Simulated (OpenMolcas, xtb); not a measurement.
**How methods differ on InPH4O (SMILES O[PH][InH2])**

InPH4O has 7 atoms, charge 0, and is taken as a singlet. As SMILES, `O[PH][InH2]`. Geometry: relaxed at PBE0-D4/def2-TZVP. This is one conformer, not always the lowest.

Quantity: the electronic atomisation energy, in eV. The values are calculated. Electronic energies at fixed atoms, without zero-point motion or spin-orbit coupling.

```csv
level,kind,program,value (eV),CPU time (all runs)
GFN0-xTB,semi-empirical,xtb,27.43,under 2 s
HF/def2-SVPD (core potential),Hartree–Fock,OpenMolcas,11.70,18 s
BLYP/def2-SVPD (core potential),GGA,OpenMolcas,17.92,56 s
TPSS/def2-SVPD (core potential),meta-GGA,OpenMolcas,18.40,55 s
r2SCAN/def2-SVPD (core potential),meta-GGA,OpenMolcas,18.16,60 s
B3LYP/def2-SVPD (core potential),global hybrid,OpenMolcas,17.97,42 s
```

The values span 11.70 to 27.43 eV. The xTB rows lack spin polarisation, so open shells miss the exchange term that lowers them. Times are those of the runs behind each value, whatever else they computed, on shared processors of several kinds: orders of magnitude only.
